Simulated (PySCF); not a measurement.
**Radial density of Ga (gallium, neutral)**

UHF, [Ar] 3d10 4s1 4p2, high-spin 4P determinant (an excited configuration). Computed with PySCF 2.14 in def2-QZVPPD (12s7p5d4f1g, 95 functions), with the non-relativistic Hamiltonian (point nucleus).

```tsv
r (bohr)	4πr²ρ (e/bohr)	4πr²(ρα − ρβ)
0.000837	0.1706	0.0001
0.00141	0.4659	0.0002
0.00237	1.242	0.0005
0.00399	3.179	0.0012
0.00670	7.602	0.0030
0.0113	16.22	0.0062
0.0190	28.64	0.0105
0.0319	37.37	0.0124
0.0537	33.30	0.0125
0.0903	32.07	0.0345
0.152	43.59	0.0452
0.255	27.97	-0.0480
0.430	23.74	0.0462
0.722	22.09	-0.0339
1.22	5.641	0.3350
2.04	1.556	1.1727
3.44	0.7238	0.7179
5.78	0.08293	0.0829
9.73	0.001282	0.0013
```

(1) Where is the radial spin density 4πr²(ρα − ρβ) most negative, and why is it negative at all?

## Answers

(1) Around r = 0.255 bohr, down to -0.0480 e/bohr: exchange with the open shell polarises the paired shells in an unrestricted calculation.
